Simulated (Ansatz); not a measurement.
Start from `[F][GeH2][SiH2][SiH3]` and change one atom or group to get `[BH2][GeH2][SiH2][SiH3]`.

Ansatz, PBE0-D4/def2-TZVP geometries, multiplicity 1. Each molecule was computed in one conformer, which needn't be the lowest.

Scalar relativity is left out up to krypton.

```tsv
property	`[F][GeH2][SiH2][SiH3]`
HOMO–LUMO gap (PBE0/def2-TZVPP) / eV	7.32
HOMO–LUMO gap (B3LYP/def2-TZVPP) / eV	6.94
HOMO energy (PBE/def2-TZVPP) / eV	-7.01
size of the dipole moment (B3LYP/def2-TZVPP) / D	2.11
size of the dipole moment (ωB97M-V/def2-TZVPP) / D	2.10
LUMO energy (B3LYP/def2-TZVPP) / eV	-1.00
```

(1) Give the same properties after the change, and the shifts. (An estimate is asked.)

Answers

(1) Computed: 
| property | `[BH2][GeH2][SiH2][SiH3]` | shift |
| --- | --- | --- |
| HOMO–LUMO gap (PBE0/def2-TZVPP) / eV | 5.30 | -2.02 |
| HOMO–LUMO gap (B3LYP/def2-TZVPP) / eV | 4.91 | -2.03 |
| HOMO energy (PBE/def2-TZVPP) / eV | -6.75 | 0.26 |
| size of the dipole moment (B3LYP/def2-TZVPP) / D | 0.15 | -1.96 |
| size of the dipole moment (ωB97M-V/def2-TZVPP) / D | 0.23 | -1.87 |
| LUMO energy (B3LYP/def2-TZVPP) / eV | -2.63 | -1.63 |

With PBE0 the HOMO rises by 0.38 eV and the LUMO falls by 1.64 eV, so the gap narrows by about 2.02 eV. PBE moves the HOMO by 0.26 eV and ωB97M-V by 0.42 eV. Dipoles are sizes alone; their direction can turn.

B3LYP here is the variant with VWN-RPA as its local correlation; programs differ in this.
